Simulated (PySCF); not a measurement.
Species: C₂H₁₂NSi₃ (doublet state).
Z-matrix (Å and degrees, GFN2-xTB geometry), rows numbered from 1:
```
C 
N   1  1.4130
Si  2  1.6441  1  135.14
Si  3  2.3764  2  102.48  1   -92.39
C   4  1.8993  3  110.10  2    56.57
Si  5  1.9026  4  116.07  3    56.84
H   1  1.0954  2  108.15  3  -148.11
H   1  1.0978  2  110.55  3    95.41
H   1  1.0965  2  114.63  3   -26.94
H   3  1.4773  2  126.52  1    26.03
H   3  1.4629  2  107.44  1   157.04
H   4  1.4661  3  111.18  2   -66.08
H   4  1.4695  3  108.58  2   176.45
H   5  1.0907  4  108.43  3   179.64
H   5  1.0904  4  108.46  3   -65.71
H   6  1.4664  5  109.41  4   176.90
H   6  1.4648  5  109.31  4    57.55
H   6  1.4630  5  109.90  4   -63.23
```

The hyperfine couplings belong to this conformer and change with its torsions.

Identity: `C([SiH2][SiH2][N]C)[SiH3]` [radical].

The calculation used UKS B3LYP, pcH-1 on C H N Si, non-relativistic, mean-field spin-orbit, GIAO in PySCF 2.14.0. Geometry: GFN2-xTB, one conformer, isolated molecule. Couplings are sensitive to structure, and on GFN2-xTB geometries they can be far from those on DFT ones.

Question: How many α and β electrons are there, and what is ⟨S²⟩ of the pure spin state?

Answer: Nα = 37, Nβ = 36 (73 in all), and S(S+1) = 0.75 for S = 1/2.

Mulliken spin populations, one withheld:

```csv
atom,bound to,population
C1,"N2, H7, H8, H9",-0.0590
N2,"C1, Si3",+0.8023
Si3,"N2, Si4, H10, H11",-0.0576
Si4,"Si3, C5, H12, H13",?
C5,"Si4, Si6, H14, H15",-0.0006
Si6,"C5, H16, H17, H18",+0.0001
H7,C1,+0.0347
H8,C1,+0.0691
H9,C1,+0.0040
H10,Si3,+0.0081
H11,Si3,+0.0342
H12,Si4,-0.0022
H13,Si4,+0.0248
H14,C5,+0.0011
H15,C5,-0.0006
H16,Si6,-0.0001
H17,Si6,0.0000
H18,Si6,0.0000
```

Question: Complete the table.

Answer: The populations add up to Nα − Nβ = 1, and the others sum to 0.8583, so Si4 holds +0.141.

Question: How is the spin shared among the elements?

Answer: Nitrogen +0.80, hydrogen +0.17, silicon +0.08, carbon -0.06. The positive populations sum to 1.12, the negative ones to -0.12.

Question: The run gives ⟨S²⟩ = 0.7558. What does that say of the overlap of α and β orbitals, and of the weight of higher spin?

Answer: Σ|⟨iα|jβ⟩|² over occupied orbitals = Nβ − [⟨S²⟩ − S(S+1)] = 36 − 0.0058 = 35.9942. If the quartet state (S + 1) were the only admixture, its weight would be 0.0058/(2S + 2) = 0.19 %. For Kohn–Sham this describes the determinant of the orbitals, not the true wave function.

Question: What Fermi-contact NMR shifts do the couplings of C1, N2, Si3, C5, Si6, H10/H11, H12/H13 imply at 250 K (Curie law, g = gₑ)?

Answer: δ = a_FC·h·gₑ μB S(S+1)/(3 g_N μN kT), with k/h = 20836.6 MHz/K:

| nuclei | isotope | a_FC (MHz) | g_N | contact shift (ppm) |
| --- | --- | --- | --- | --- |
| C1 | 13C | -29.35 | 1.4048 | -3686 |
| N2 | 14N | 28.04 | 0.4038 | +12255 |
| Si3 | 29Si | 56.78 | -1.1106 | -9020 |
| C5 | 13C | -0.58 | 1.4048 | -73 |
| Si6 | 29Si | -0.36 | -1.1106 | +57 |
| H10/H11 | 1H | 40.04 | 5.5857 | +1265 |
| H12/H13 | 1H | 18.96 | 5.5857 | +599 |

The sign follows the spin density at the nucleus: positive density means a positive shift. Entries for several nuclei are means.

Means are taken over nuclei equivalent by connectivity, which assumes that they swap fast. The 1H value of +40.0 MHz is a mean of couplings from 18.2 to 61.9 MHz in this one geometry, not an average over conformers. The 1H value of +19.0 MHz is a mean of couplings from 0.1 to 37.8 MHz in this one geometry, not an average over conformers.
